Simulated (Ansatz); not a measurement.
Stepwise reaction of `[SiH3][SiH2][SiH2][SiH2][GeH3]` with hydrogen, as a gas-phase model of exchange steps in deposition or etching. ΔE in kJ/mol.

Computed with Ansatz on PBE0-D4/def2-TZVP structures; ΔE is electronic, products minus reactants. CBS: MP2 limit from def2 TZ/QZ plus the TZ coupled-cluster correction, frozen cores. This one scheme is used for every species. DFT in def2-TZVPP. B3LYP here is the variant with VWN-RPA as its local correlation; programs differ in this. For Ge outer-core shells are correlated without core-valence functions, which leaves a few kJ/mol of doubt a bond. Scalar relativity is left out up to krypton. Each species was taken in one conformer, which may not be the lowest.

```
step                                                                   reaction  PBE-D4  B3LYP-D4  ωB97M-V  CCSD(T)/CBS
   1  `[SiH3][SiH2][SiH2][SiH2][GeH3]` + H₂ → `[SiH3][SiH2][SiH2][GeH3]` + SiH₄     4.4     -10.3    -14.7         -9.2
   2              `[SiH3][SiH2][SiH2][GeH3]` + H₂ → `[SiH3][SiH2][GeH3]` + SiH₄     3.0     -12.0    -16.3        -10.4
   3                          `[SiH3][SiH2][GeH3]` + H₂ → `[SiH3][GeH3]` + SiH₄     1.2     -13.8    -18.0        -11.9
   4                                          `[SiH3][GeH3]` + H₂ → GeH₄ + SiH₄     6.4      -4.9     -7.0         -2.2
```

(1) By hand: ΔE of the 4 steps together at CCSD(T)/CBS.

Answers

(1) (-9.2) + (-10.4) + (-11.9) + (-2.2) = -33.7 kJ/mol, or -8.4 kJ/mol a step.

In ΔE step 3 is the lowest and step 4 the highest. PBE-D4 differs from CCSD(T)/CBS by 8.6 to 13.6 kJ/mol a step. Isolated molecules leave out the surface, adducts and barriers. Largest T1 diagnostic: 0.013.
